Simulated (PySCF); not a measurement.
# Basis and Hamiltonian dependence of the excitation energy of Ti

Ti [Ar] 3d2 4s2 (3F) → Ti [Ar] 3d1 4s2 4p1 (high-spin determinant). All values are computed (PySCF 2.14, energy differences of UHF-based or UKS calculations, no spin-orbit coupling). Values in eV.

```json
{"basis": "aug-cc-pVDZ", "Hamiltonian": "non-relativistic", "functions": "59", "UHF": "4.943", "PBE": "5.638", "PBE0": "5.505", "MP2 (valence)": "4.845"}
{"basis": "x2c-TZVPPall", "Hamiltonian": "spin-free X2C", "functions": "64", "UHF": "4.585", "PBE": "5.220", "PBE0": "5.065", "MP2 (valence)": "4.449"}
{"basis": "def2-TZVPPD", "Hamiltonian": "non-relativistic", "functions": "67", "UHF": "4.735", "PBE": "5.386", "PBE0": "5.239", "MP2 (valence)": "4.619"}
{"basis": "aug-cc-pVTZ", "Hamiltonian": "non-relativistic", "functions": "93", "UHF": "4.713", "PBE": "5.362", "PBE0": "5.216", "MP2 (valence)": "4.575"}
{"basis": "aug-cc-pVTZ-DK", "Hamiltonian": "spin-free X2C", "functions": "93", "UHF": "4.522", "PBE": "5.177", "PBE0": "5.026", "MP2 (valence)": "4.377"}
{"basis": "def2-QZVPPD", "Hamiltonian": "non-relativistic", "functions": "93", "UHF": "4.738", "PBE": "5.395", "PBE0": "5.247", "MP2 (valence)": "4.613"}
{"basis": "x2c-QZVPPall", "Hamiltonian": "spin-free X2C", "functions": "96", "UHF": "4.546", "PBE": "5.210", "PBE0": "5.056", "MP2 (valence)": "4.414"}
{"basis": "aug-cc-pVTZ with one added diffuse shell each of s, p, d, f, g type", "Hamiltonian": "non-relativistic", "functions": "118", "UHF": "4.713", "PBE": "5.362", "PBE0": "5.216", "MP2 (valence)": "4.573"}
{"basis": "aug-cc-pwCVTZ", "Hamiltonian": "non-relativistic", "functions": "127", "UHF": "4.721", "PBE": "5.353", "PBE0": "5.210", "MP2 (valence)": "4.591"}
{"basis": "aug-cc-pVQZ-DK", "Hamiltonian": "spin-free X2C", "functions": "140", "UHF": "4.533", "PBE": "5.172", "PBE0": "5.023", "MP2 (valence)": "4.392"}
```

Frozen in the all-electron rows: valence: [Ar].

One determinant mixes LS terms of the configuration, so the numbers do not refer to single terms. Non-relativistic rows lack the scalar-relativistic shift.
